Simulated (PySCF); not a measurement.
## Ba⁵²⁺ (barium, charge +52): Hartree-Fock from Schrödinger to Dirac-Coulomb-Breit

Occupied: 1s1/2, 2s1/2. Hartree-Fock calculated with PySCF 2.14 in an uncontracted even-tempered set (16 s from 10 bohr⁻², ratio 2.7; 12 p from 12 bohr⁻², ratio 2.7), Gaussian nucleus throughout. NR is non-relativistic, sf-X2C the spin-free one-electron X2C Hamiltonian, X2C adds the bare one-electron spin-orbit term, X2C-SNSO screens it by Boettger's factors, DC is four-component Dirac-Coulomb, and the Gaunt and Breit terms are added at first order (total energies over the DC spinors, levels after relaxing the spinors in that mean field). QED terms are absent. Levels marked empty are virtual spinors of this ion.

```json
{"Hamiltonian": "NR", "E (hartree)": "-3832.6439", "E − E(DC) (hartree)": "181.3714", "CPU seconds": "0.23"}
{"Hamiltonian": "sf-X2C", "E (hartree)": "-4012.5576", "E − E(DC) (hartree)": "1.4577", "CPU seconds": "0.13"}
{"Hamiltonian": "X2C", "E (hartree)": "-4012.5576", "E − E(DC) (hartree)": "1.4577", "CPU seconds": "0.13"}
{"Hamiltonian": "X2C-SNSO", "E (hartree)": "-4012.5576", "E − E(DC) (hartree)": "1.4577", "CPU seconds": "0.13"}
{"Hamiltonian": "DC", "E (hartree)": "-4014.0153", "E − E(DC) (hartree)": "0.0000", "CPU seconds": "2.3"}
{"Hamiltonian": "DC+Gaunt", "E (hartree)": "-4011.0211", "E − E(DC) (hartree)": "2.9942", "CPU seconds": "3.7"}
{"Hamiltonian": "DC+Breit", "E (hartree)": "-4011.0829", "E − E(DC) (hartree)": "2.9325", "CPU seconds": "28"}
```

```json
{"level (eV)": "1s1/2", "NR": "-41127.6", "sf-X2C": "-42926.1", "X2C": "-42926.1", "X2C-SNSO": "-42926.1", "DC": "-42961.2", "DC+Gaunt": "-42889.3", "DC+Breit": "-42890.1"}
{"level (eV)": "2s1/2", "NR": "-9843.3", "sf-X2C": "-10387.1", "X2C": "-10387.1", "X2C-SNSO": "-10387.1", "DC": "-10391.0", "DC+Gaunt": "-10382.7", "DC+Breit": "-10383.5"}
{"level (eV)": "2p1/2 (empty)", "NR": "-9527.0", "sf-X2C": "-9733.7", "X2C": "-10042.8", "X2C-SNSO": "-10030.6", "DC": "-10034.3", "DC+Gaunt": "-10019.0", "DC+Breit": "-10021.2"}
{"level (eV)": "2p3/2 (empty)", "NR": "-9527.0", "sf-X2C": "-9733.7", "X2C": "-9598.8", "X2C-SNSO": "-9603.5", "DC": "-9604.2", "DC+Gaunt": "-9595.6", "DC+Breit": "-9597.8"}
{"level (eV)": "3s1/2 (empty)", "NR": "-4202.4", "sf-X2C": "-4387.4", "X2C": "-4387.4", "X2C-SNSO": "-4387.4", "DC": "-4388.5", "DC+Gaunt": "-4386.1", "DC+Breit": "-4386.5"}
```

```csv
interval (eV),X2C,X2C-SNSO,DC,DC+Gaunt,DC+Breit
2p3/2 − 2p1/2,443.9,427.2,430.1,423.4,423.4
```

Weight of the small component: 1s1/2 0.0431, 2s1/2 0.0103, 2p1/2 0.0102, 2p3/2 0.00971, 3s1/2 0.00438.

Koopmans' value for the highest occupied level at DC+Breit: 10383.5 eV, against an ionisation energy of 10376 ± 4 eV (theoretical estimate listed by NIST; NIST Atomic Spectra Database, ionization energies); the former lacks relaxation, correlation, QED and recoil.

The whole ladder took 36 s of wall time on 1 thread of Neoverse-V1 (shared host), launched as `OMP_NUM_THREADS=1 python relrun2.py TASK.json OUT` (a driver that calls PySCF for each Hamiltonian).

Dirac-Coulomb iterations, started from the X2C spinors:

```
with_ssss True, with_gaunt False, with_breit False
light speed = 137.03599967994
init E= -3990.83110798725
cycle= 1 E= -4014.01521543705  delta_E= -23.2  |g|= 1.29  |ddm|= 0.0858
cycle= 2 E= -4014.01530626236  delta_E= -9.08e-05  |g|= 0.00288  |ddm|= 0.00062
cycle= 3 E= -4014.01530626387  delta_E= -1.51e-09  |g|= 6.94e-06  |ddm|= 9.06e-06
```
